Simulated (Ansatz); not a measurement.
Born–Oppenheimer molecular dynamics of ClGaH2O (5 atoms, charge 0, multiplicity 1). It starts from a relaxed structure.

Computed with RKS B3LYP-D4/def2-mTZVP in Ansatz 0.2.0.

* ensemble: NVT, Langevin thermostat
* time step: 1 fs
* steps asked: 150
* set temperature: 1500 K
* friction: 0.005 /fs
* seed: 757464

First frame:

```xyz
5
Properties=species:S:1:pos:R:3
Ga 0.023 -0.024 -0.029
O -0.041 -0.125 1.752
H -0.934 -0.168 2.120
H 1.363 0.053 -0.794
Cl -1.901 -0.017 -1.037
```

Task: What does the run give?

Result: All steps were run.

| Quantity | Value |
| --- | --- |
| steps done | 150 |
| time covered | 150 fs |
| mean temperature over the second half | 2689 K |
| spread of the potential energy over the second half | 50.0 meV per atom |
| mean potential energy of the second half above the start | 107.8 meV per atom |

The mean temperature of the second half is 79 % above the set value. A run of 0.15 ps of so small a system gives no equilibrium averages.

Task: What happens to the structure?

Result: The same pairs are bonded in the first frame and the last. Pairs count as bonded within 1.25 times the sum of covalent radii (0.12 Å more for H–H). The details hang on the random start.

Task: How do temperature and energy run in time?

Result: 
```csv
time (fs),T (K),potential energy less start (eV)
0,1200,0.000
5,722,0.300
10,892,0.250
15,893,0.309
20,633,0.419
25,792,0.322
30,660,0.477
35,992,0.321
40,1307,0.226
45,938,0.476
50,1175,0.396
55,1133,0.521
60,1656,0.289
65,1344,0.475
70,1049,0.666
75,1384,0.440
80,1696,0.436
85,2009,0.341
90,2123,0.440
95,2271,0.396
100,2687,0.311
105,2711,0.589
110,3047,0.327
115,3474,0.254
120,3028,0.458
125,3375,0.443
130,2835,0.752
135,2969,0.838
140,2761,1.059
145,3283,0.873
150,3232,0.769
```

The run took 14 min on 1 thread of AMD EPYC 7R43 64-Core Processor (Zen 3), on a shared host, peak memory 0.19 GiB.
